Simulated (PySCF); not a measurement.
**Working out the excitation energy of Al**

Al [Ne] 3s2 3p1 (2P) → Al [Ne] 3s1 3p2 (4P). Calculation: PySCF 2.14, in x2c-TZVPPall with one added diffuse shell each of s, p, d type (6s6p4d1f, 51 functions); scalar relativity by spin-free X2C-1e. Frozen: 1s2. Energies in hartree (1 hartree = 27.21139 eV):

| part | Al (lower) | Al (upper) |
| --- | --- | --- |
| UHF | -242.310246 | -242.220670 |
| MP2 opposite-spin | -0.139747 | -0.103828 |
| MP2 same-spin | -0.047274 | -0.051101 |

**Question.** What does Hartree-Fock give?

**Answer.** (-242.220670) − (-242.310246) = 0.089576 hartree = 2.437 eV.

**Question.** What do MP2 and SCS-MP2 (6/5 opposite-spin, 1/3 same-spin) give?

**Answer.** The opposite-spin parts differ by 0.977 eV and the same-spin parts by -0.104 eV. MP2: 2.437 + (0.977) + (-0.104) = 3.310 eV. SCS-MP2: 2.437 + 1.2 × (0.977) + (-0.104)/3 = 3.575 eV.

Measured between the centres of the two terms (NIST): 3.598 eV, so MP2 (valence and next inner shell) is off by -0.288 eV.

What remains against the reference includes basis incompleteness, the frozen core and correlation beyond second order.
